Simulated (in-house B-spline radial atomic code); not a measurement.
# V³⁺: [Ne] 3s2 3p5 3d2 4d1 (an excited or competing configuration)

Level of theory: non-relativistic BLYP, spin-polarised, spherical fractional occupations, point nucleus; calculated with a B-spline radial code for spherical atoms.

Effective charges: Z_r = [3n² - l(l+1)]/(2<r>) from the radius, Z_e = n√(-2ε) from the energy, and Slater's rules. Values are occupation-weighted means over spin.

```
shell  electrons   ε (eV)  <r> (bohr)    Z_r    Z_e  Slater
   1s          2  -5378.1     0.06704  22.37  19.88   22.70
   2s          2  -643.98      0.3109  19.30  13.76   18.85
   2p          6  -551.23      0.2748  18.19  12.73   18.85
   3s          2  -113.16      0.9302  14.51   8.65   12.10
   3p          5  -87.821       0.972  12.86   7.62   12.10
   3d          2  -48.568       1.076   9.76   5.67    5.65
   4d          1    -17.4       3.367   6.24   4.52    4.00
```

The least bound orbital is 4d up at -17.4 eV, and it is also the most diffuse (<r> = 3.367 bohr).

The density falls to 0.001 bohr⁻³ at 4.246 bohr; Σ<r²> = 24.023 bohr² gives, by the non-relativistic formula and without the paramagnetism of open shells, a Langevin diamagnetic susceptibility of -19.03×10⁻⁶ cm³/mol.
